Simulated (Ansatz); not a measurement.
`NC[O][GaH2]`. Charge 0, multiplicity 1.

```xyz
10

N    -1.678   -0.745   -0.274
C    -0.252   -0.781   -0.350
O     0.397   -0.107    0.711
Ga    1.534    1.248    0.481
H    -1.996   -1.131    0.606
H    -2.021    0.205   -0.336
H     0.048   -0.367   -1.321
H     0.062   -1.830   -0.319
H     2.138    1.808    1.800
H     1.768    1.701   -0.999
```

What are the harmonic wavenumbers in cm⁻¹ at PBE0-D4/def2-TZVP (Ansatz, finite differences of forces, unscaled)? (Estimate.)

The calculation gave: 50, 185, 217, 358, 421, 520, 613, 658, 719, 858, 936, 1061, 1154, 1265, 1388, 1409, 1504, 1669, 1983, 2026, 3008, 3062, 3529, 3612.

Is this a minimum?

Yes, all 24 modes are real.

Give the ideal-gas thermochemistry at 298.15 K and 1 bar (rigid rotor, harmonic oscillator; point group C1, symmetry number 1).

Zero-point energy 192.6 kJ/mol; H(298) − E = 211.5 kJ/mol; entropy 332.1 J/(mol·K), of which translation 168.3, rotation 108.2, vibration 55.5; G(298) − E = 112.4 kJ/mol. Modes under 100 cm⁻¹ are hindered rotations or soft bends, so the harmonic entropy is rough.
